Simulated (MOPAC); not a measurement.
MOPAC input (PM7):

```
PM7 FORCE THERMO(298,298) PRECISE LET CHARGE=-1 GEO-OK AUX(PRECISION=9) THREADS=1
H4NO3Si

N    -1.42584803 1   -0.95824394 1   -0.20919684 1
Si    0.09097752 1    0.01115559 1    0.18787658 1
O     0.57557827 1   -0.11303495 1    1.56182098 1
O    -0.39843055 1    1.50703015 1   -0.34028380 1
O     1.15583199 1   -0.37994802 1   -1.02401577 1
H    -1.88689423 1   -0.60145166 1   -1.03661131 1
H    -2.09363117 1   -0.92185418 1    0.54986853 1
H     0.20137994 1    2.19517159 1   -0.57746771 1
H     1.71978253 1   -1.13395749 1   -0.98507622 1
```

From the output:

```
     H    9   0.010807   0.008948   4.476694

          HEAT OF FORMATION =    -260.612339 KCALS/MOLE

          ZERO POINT ENERGY      31.023 KCAL/MOL

           NORMAL COORDINATE ANALYSIS (Total motion = 1 Angstrom)

   Root No.       1         2         3         4         5         6         7         8

                 1 A       2 A       3 A       4 A       5 A       6 A       7 A       8 A

                  77.5     136.8     167.2     239.1     259.5     325.6     353.0     369.9

           1    0.0013   -0.0050    0.0026   -0.0035   -0.0086    0.0088   -0.0157    0.1099
           2   -0.0108    0.0079    0.0027    0.0308    0.0908   -0.0549   -0.0079    0.0119
           3   -0.0095   -0.0366    0.0342    0.0633   -0.0267    0.0031    0.0394    0.0190
           4    0.0004   -0.0074    0.0029   -0.0123   -0.0105    0.0053   -0.0215    0.0882
           5   -0.0004    0.0015    0.0137   -0.0163   -0.0063    0.0600    0.0143   -0.0155
           6    0.0036    0.0044   -0.0071   -0.0130    0.0073    0.0081   -0.0805   -0.0273
           7    0.0266   -0.0091    0.0059   -0.0221   -0.0605    0.0359    0.0389   -0.1145
           8   -0.0113    0.0029    0.0082   -0.0083    0.0178    0.0484   -0.0124    0.0841
           9    0.0046    0.0283   -0.0111   -0.0348    0.0111   -0.0232    0.1426    0.0396
          10   -0.0215   -0.0067    0.0290    0.0822    0.0149   -0.0185    0.0162   -0.0578
          11    0.0060   -0.0001    0.0157    0.0016   -0.0536   -0.0494   -0.0919   -0.0568
          12   -0.0061    0.0019   -0.0055   -0.0071    0.0470    0.0849   -0.0043   -0.0327
          13   -0.0247    0.0080   -0.0323   -0.0517    0.0654   -0.0474    0.0067   -0.0838
          14    0.0092   -0.0049   -0.0193   -0.0148   -0.0374   -0.0502    0.0787   -0.0136
          15    0.0170   -0.0046   -0.0180    0.0008   -0.0420   -0.0746   -0.0436    0.0300
          16    0.0184   -0.0020    0.0044   -0.0738   -0.0717    0.1071   -0.0458    0.0639
          17   -0.0784    0.0040   -0.0889    0.0814    0.0534   -0.0513   -0.0152    0.0253
          18    0.1572   -0.0286    0.2896    0.0130    0.1560   -0.1323    0.1020    0.0401
          19    0.0055    0.0175   -0.0259   -0.0230    0.0676   -0.0678   -0.1325    0.1075
          20   -0.1384   -0.0015   -0.1728    0.1148   -0.0114   -0.0021   -0.0118    0.0292
          21   -0.1624   -0.0616   -0.1529    0.1748   -0.1951    0.1145    0.1138    0.0403
          22    0.0919   -0.1170   -0.0630    0.1488    0.1144    0.0601    0.0806   -0.0934
          23    0.2498   -0.2259   -0.1788    0.1156    0.1344    0.1004   -0.0002   -0.0676
          24   -0.1913    0.1502    0.1406   -0.0128   -0.0337    0.0185    0.0295   -0.1738
          25    0.1665    0.5006   -0.0727    0.2057   -0.0130    0.1062   -0.0641    0.0032
          26    0.0672    0.1065   -0.0503    0.0552   -0.0994   -0.1416    0.1439    0.0625
          27   -0.0164   -0.0796   -0.0058   -0.0422   -0.0157   -0.0634   -0.0546    0.0022

   Root No.       9        10        11        12        13        14        15        16

                 9 A      10 A      11 A      12 A      13 A      14 A      15 A      16 A

                 703.5     708.7     730.5     859.8     953.4     968.1     978.9    1106.5

           1    0.0414    0.0809    0.1849    0.0133    0.0012    0.0012   -0.0104    0.0150
           2   -0.0029   -0.0091   -0.0028    0.0097    0.0322    0.0110    0.0278    0.0291
           3    0.0216   -0.0244   -0.0402    0.0491    0.0033   -0.0102   -0.0138    0.0032
           4    0.0094   -0.0055   -0.0945   -0.0191   -0.0078   -0.0045    0.0320   -0.0575
           5   -0.0422   -0.0358    0.0309    0.0052    0.0100   -0.0022   -0.0115   -0.1350
           6    0.0776   -0.0687    0.0249   -0.0177   -0.0074    0.0388    0.0038   -0.0075
           7   -0.0255   -0.0227   -0.0028   -0.0066   -0.0134    0.0031   -0.0197    0.0873
           8   -0.0562   -0.0558   -0.0209   -0.0144   -0.0238    0.0051   -0.0240    0.1892
           9    0.0016    0.0021   -0.0063    0.0026    0.0019   -0.0062   -0.0020    0.0005
          10    0.0067   -0.0191   -0.0108   -0.0037    0.0207    0.0196   -0.0279   -0.0056
          11    0.0009    0.1105   -0.0239    0.0052   -0.0049   -0.0107    0.0121    0.0184
          12   -0.0039    0.1578   -0.0537    0.0059    0.0040   -0.0018   -0.0052    0.0141
          13   -0.0510   -0.0013    0.0126    0.0022    0.0041    0.0009   -0.0030   -0.0018
          14    0.1474    0.0055   -0.0104   -0.0152    0.0071   -0.0189    0.0031    0.0192
          15   -0.1386   -0.0240    0.0181    0.0007    0.0170   -0.0382   -0.0094   -0.0063
          16    0.0531   -0.0824    0.0473    0.2475    0.2493    0.0634    0.1674    0.2390
          17    0.0134    0.0190   -0.0132   -0.0323   -0.0718   -0.0277   -0.0622   -0.0813
          18   -0.0576    0.1269    0.1694   -0.2089   -0.0577    0.0188    0.0047   -0.0405
          19    0.2027   -0.0272   -0.0498    0.2295   -0.1803   -0.1222   -0.2509   -0.1356
          20    0.0013    0.0290    0.0361   -0.0402   -0.0581   -0.0170   -0.0534   -0.0592
          21   -0.0914    0.1008    0.1655   -0.1893    0.0219    0.0493    0.0710    0.0014
          22   -0.0225   -0.1449    0.0998    0.0407   -0.1003   -0.0915    0.1479    0.0111
          23   -0.0291    0.0043    0.0605    0.0352   -0.0789   -0.0792    0.1235    0.0024
          24   -0.0160   -0.0822    0.1732    0.0868   -0.2064   -0.1843    0.2884    0.0561
          25    0.0356   -0.0325   -0.0158   -0.0393    0.0510   -0.1165   -0.0100    0.0119
          26   -0.2341    0.1168   -0.0297    0.1462   -0.1743    0.4218    0.0662   -0.1048
          27   -0.0601   -0.0504    0.0224   -0.0258    0.0397   -0.0916   -0.0173    0.0159

   Root No.      17        18        19        20        21

                17 A      18 A      19 A      20 A      21 A

                1589.4    2755.9    2803.2    2804.2    2810.4

           1   -0.0435   -0.0001    0.0007   -0.0014   -0.0208
           2   -0.0060   -0.0502    0.0004    0.0002   -0.0037
           3   -0.0326    0.0091    0.0010   -0.0019   -0.0220
           4    0.0011   -0.0001   -0.0020   -0.0013   -0.0020
           5   -0.0002   -0.0010    0.0019    0.0005   -0.0002
           6   -0.0020    0.0001    0.0022   -0.0026   -0.0005
           7   -0.0002    0.0001   -0.0001   -0.0002    0.0002
           8   -0.0011    0.0001   -0.0005   -0.0011    0.0004
           9    0.0005    0.0000   -0.0003    0.0002    0.0000
          10    0.0002   -0.0003   -0.0298   -0.0100    0.0001
          11    0.0002    0.0001    0.0205    0.0073   -0.0002
          12   -0.0001    0.0001    0.0091    0.0032   -0.0001
          13   -0.0001   -0.0000    0.0014   -0.0041    0.0004
          14    0.0007   -0.0001    0.0024   -0.0060    0.0004
          15   -0.0001   -0.0005    0.0123   -0.0349    0.0033
          16    0.2873    0.1977   -0.0065    0.0134    0.1692
          17   -0.2169    0.4026   -0.0160    0.0319    0.4059
          18    0.3026    0.1426   -0.0040    0.0073    0.0922
          19    0.2885   -0.1940   -0.0064    0.0192    0.1692
          20    0.3077    0.3206    0.0124   -0.0355   -0.3494
          21    0.2016   -0.2749   -0.0082    0.0260    0.2348
          22   -0.0002    0.0034    0.5364    0.1801    0.0016
          23   -0.0007   -0.0021   -0.3702   -0.1249   -0.0007
          24    0.0003   -0.0009   -0.1668   -0.0565   -0.0006
          25   -0.0018    0.0007   -0.0263    0.0715   -0.0068
          26   -0.0005    0.0013   -0.0399    0.1089   -0.0096
          27   -0.0011    0.0075   -0.2331    0.6219   -0.0574

           MASS-WEIGHTED COORDINATE ANALYSIS (NORMAL COORDINATES)

   Root No.       1         2         3         4         5         6         7         8

                 1 A       2 A       3 A       4 A       5 A       6 A       7 A       8 A

                  77.5     136.8     167.2     239.1     259.5     325.6     353.0     369.9

           1    0.0098   -0.0296    0.0182   -0.0207   -0.0446    0.0413   -0.0610    0.3940
           2   -0.0790    0.0464    0.0190    0.1802    0.4712   -0.2571   -0.0305    0.0425
           3   -0.0701   -0.2157    0.2403    0.3703   -0.1385    0.0143    0.1532    0.0682
           4    0.0038   -0.0616    0.0290   -0.1016   -0.0772    0.0353   -0.1184    0.4474
           5   -0.0047    0.0124    0.1361   -0.1350   -0.0465    0.3979    0.0788   -0.0787
           6    0.0370    0.0364   -0.0707   -0.1076    0.0537    0.0535   -0.4429   -0.1384
           7    0.2086   -0.0573    0.0441   -0.1378   -0.3354    0.1796    0.1615   -0.4387
           8   -0.0890    0.0183    0.0616   -0.0517    0.0985    0.2420   -0.0515    0.3221
           9    0.0362    0.1784   -0.0831   -0.2171    0.0616   -0.1162    0.5923    0.1518
          10   -0.1686   -0.0423    0.2176    0.5134    0.0828   -0.0924    0.0672   -0.2213
          11    0.0471   -0.0009    0.1176    0.0097   -0.2972   -0.2475   -0.3815   -0.2174
          12   -0.0480    0.0118   -0.0414   -0.0443    0.2606    0.4250   -0.0177   -0.1252
          13   -0.1938    0.0504   -0.2428   -0.3230    0.3625   -0.2374    0.0277   -0.3210
          14    0.0725   -0.0307   -0.1451   -0.0922   -0.2075   -0.2514    0.3267   -0.0521
          15    0.1337   -0.0288   -0.1352    0.0053   -0.2328   -0.3734   -0.1810    0.1150
          16    0.0363   -0.0032    0.0084   -0.1157   -0.0998    0.1345   -0.0477    0.0614
          17   -0.1545    0.0063   -0.1676    0.1277    0.0743   -0.0644   -0.0158    0.0243
          18    0.3097   -0.0452    0.5458    0.0204    0.2171   -0.1661    0.1063    0.0386
          19    0.0109    0.0277   -0.0489   -0.0361    0.0941   -0.0851   -0.1381    0.1034
          20   -0.2727   -0.0024   -0.3257    0.1800   -0.0159   -0.0026   -0.0123    0.0280
          21   -0.3199   -0.0975   -0.2882    0.2742   -0.2716    0.1438    0.1186    0.0388
          22    0.1811   -0.1852   -0.1188    0.2333    0.1593    0.0755    0.0840   -0.0898
          23    0.4920   -0.3577   -0.3370    0.1812    0.1871    0.1262   -0.0002   -0.0649
          24   -0.3769    0.2378    0.2650   -0.0200   -0.0469    0.0233    0.0308   -0.1671
          25    0.3280    0.7925   -0.1371    0.3225   -0.0180    0.1334   -0.0669    0.0031
          26    0.1323    0.1686   -0.0949    0.0865   -0.1383   -0.1779    0.1500    0.0601
          27   -0.0323   -0.1261   -0.0110   -0.0662   -0.0218   -0.0796   -0.0569    0.0021

   Root No.       9        10        11        12        13        14        15        16

                 9 A      10 A      11 A      12 A      13 A      14 A      15 A      16 A
```

The dipole moment of an ion depends on the origin.
